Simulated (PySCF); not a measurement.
SMILES F[Si](F)(F)c1ccc([Si](F)(F)F)cc1 (C6H4F6Si2), GFN2-xTB optimised geometry.

```
18

Si    -0.58    -0.76     0.00
F     -1.01     0.76     0.00
F     -0.97    -1.28    -1.45
F      1.01    -0.76     0.00
C     -1.32    -1.74     1.41
C     -0.66    -2.85     1.93
C     -1.21    -3.58     2.97
C     -2.45    -3.23     3.52
C     -3.10    -2.11     2.99
C     -2.55    -1.39     1.96
Si    -3.19    -4.21     4.92
F     -2.79    -3.70     6.37
F     -2.77    -5.74     4.91
F     -4.77    -4.20     4.92
H      0.30    -3.15     1.53
H     -0.68    -4.44     3.35
H     -4.06    -1.82     3.40
H     -3.08    -0.53     1.57
```

Density from PBE0/def2-SVP (PySCF) at that geometry.

Minimum of the electron density along straight lines between bonded atoms, close to the bond critical point (lines longer than 1.1 times the sum of covalent radii, or with two minima, are not listed):

| bond | length / Å | ρ at the minimum / e bohr⁻³ | ∇²ρ there / e bohr⁻⁵ | position (fraction from the first atom) |
|---|---|---|---|---|
| Si1–F2 | 1.586 | 0.127 | 1.22 | 0.42 |
| Si1–F3 | 1.587 | 0.127 | 1.21 | 0.42 |
| Si1–F4 | 1.586 | 0.127 | 1.22 | 0.42 |
| Si1–C5 | 1.866 | 0.123 | 0.32 | 0.38 |
| C5–C6 | 1.396 | 0.304 | -0.75 | 0.50 |
| C6–C7 | 1.381 | 0.314 | -0.81 | 0.50 |
| C7–C8 | 1.396 | 0.304 | -0.75 | 0.50 |
| C8–C9 | 1.396 | 0.304 | -0.75 | 0.50 |
| C5–C10 | 1.396 | 0.304 | -0.75 | 0.50 |
| C9–C10 | 1.381 | 0.314 | -0.81 | 0.50 |
| C8–Si11 | 1.866 | 0.123 | 0.32 | 0.62 |
| Si11–F12 | 1.587 | 0.127 | 1.21 | 0.42 |
| Si11–F13 | 1.586 | 0.127 | 1.22 | 0.42 |
| Si11–F14 | 1.586 | 0.127 | 1.22 | 0.42 |
| C6–H15 | 1.080 | 0.286 | -1.11 | 0.64 |
| C7–H16 | 1.080 | 0.286 | -1.11 | 0.64 |
| C9–H17 | 1.080 | 0.286 | -1.11 | 0.64 |
| C10–H18 | 1.080 | 0.286 | -1.11 | 0.64 |
